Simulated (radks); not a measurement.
Results of a calculation; reference values are marked as such.
Question: All-electron atom: Sn III in [Kr] 4d10 5s2 (the NIST ground configuration). Level of theory: Dirac Kohn-Sham, PBE, spin-unpolarised, spherical densities, finite nucleus; Fermi nuclear charge, rms radius 4.6519 fm (a radial shooting solver on a logarithmic mesh with Libxc functionals). Some entries of the table are withheld. Estimate them.

orbital,occ.,eigenvalue (eV),<r^2> (bohr^2)
1s1/2,2,(1),0.001143
2s1/2,2,(2),0.01851
2p1/2,2,-4104.898,0.01376
2p3/2,4,-3874.259,0.01507
3s1/2,2,-861.9549,0.1316
3p1/2,2,-744.8051,(3)
3p3/2,4,-702.6888,(4)
3d3/2,4,-495.6415,0.1160
3d5/2,6,-486.9482,0.1185
4s1/2,2,-151.2798,0.7585
4p1/2,2,-112.3363,0.8562
4p3/2,4,-104.7669,0.9159
4d3/2,4,(5),1.390
4d5/2,6,(6),1.426
5s1/2,2,-26.0852,5.536

Answer: 
(1) 1s1/2 eigenvalue (eV): -29010.99
(2) 2s1/2 eigenvalue (eV): -4393.245
(3) 3p1/2 <r^2> (bohr^2): 0.1265
(4) 3p3/2 <r^2> (bohr^2): 0.1350
(5) 4d3/2 eigenvalue (eV): -43.8258
(6) 4d5/2 eigenvalue (eV): -42.7767
